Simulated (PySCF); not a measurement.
Vertical excitations of a molecule C3H4ClF from TDDFT-ωB97X/def2-SVPD (PySCF), as energy in eV (oscillator strength): 6.69 (0.000), 7.13 (0.460), 7.26 (0.001), 8.51 (0.008), 8.52 (0.000), 8.61 (0.000), 8.88 (0.001), 9.23 (0.000), 9.40 (0.019), 9.45 (0.013). Lowest triplet (TDA): 4.28 eV. Geometry: B3LYP-D3(BJ)/def2-SVP. The values are those of a single conformer.

Question: Identify the compound among the candidates.
A) C/C(Cl)=C\F
B) C/C(F)=C\Cl
C) C/C=C(\F)Cl
D) F[C@@H]1C[C@H]1Cl

Answer: C, C/C=C(\F)Cl
